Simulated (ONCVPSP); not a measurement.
Debugging a pseudopotential input (europium (Eu), ONCVPSP 4.0.1)

Command:

```bash
oncvpsp.x < Eu.dat > Eu.out
```

Input:

```
# ATOM AND REFERENCE CONFIGURATION
# atsym  z   nc   nv     iexc    psfile
  Eu 63.00   10    4        3      upf
#
#   n    l    f
    1    0    2.00
    2    0    2.00
    2    1    6.00
    3    0    2.00
    3    1    6.00
    3    2   10.00
    4    0    2.00
    4    1    6.00
    4    2   10.00
    4    3    6.00
    5    0    2.00
    5    1    6.00
    5    2    2.00
    6    0    1.00
#
# PSEUDOPOTENTIAL AND OPTIMIZATION
# lmax
    2
#
#   l,   rc,      ep,       ncon, nbas, qcut
    0    2.40    0.00    3    7    6.60
    1    1.55    0.00    4    8    5.50
    2    3.85    0.00    3    8    4.70
#
# LOCAL POTENTIAL
# lloc, lpopt,  rc(5),   dvloc0
    4    5    1.50    0.00
#
# VANDERBILT-KLEINMAN-BYLANDER PROJECTORs
# l, nproj, debl
    0    2    1.90
    1    2    1.50
    2    2    0.40
#
# MODEL CORE CHARGE
# icmod, fcfact, rcfact
    3    3.50    1.30
#
# LOG DERIVATIVE ANALYSIS
# epsh1, epsh2, depsh
    5.00   -3.00    0.02
#
# OUTPUT GRID
# rlmax, drl
    6.00    0.01
#
# TEST CONFIGURATIONS
# ncnf
    4
# nvcnf
#   n    l    f
    4
    5    0    2.00
    5    1    6.00
    5    2    1.00
    6    0    2.00
#
    4
    5    0    2.00
    5    1    6.00
    5    2    1.00
    6    0    1.00
#
    4
    5    0    2.00
    5    1    6.00
    5    2    1.00
    6    0    0.00
#
    4
    5    0    2.00
    5    1    6.00
    5    2    0.00
    6    0    0.00
#
```

This is an input that runs to its end, with one change: epsh1 and epsh2 swapped. The unchanged file is no sound one. Note: no bound ghost flagged; GHOST(+) flagged for s at 73.6 eV.

Q: How does the run end?

A: The program refuses the input: "test_data: must have epsh2 > epsh1".

```
ONCVPSP  (Optimized Norm-Conservinng Vanderbilt PSeudopotential)
scalar-relativistic version 4.0.1

test_data: must have epsh2 > epsh1
ERROR: test_data found   1 ERROR; stopping
```
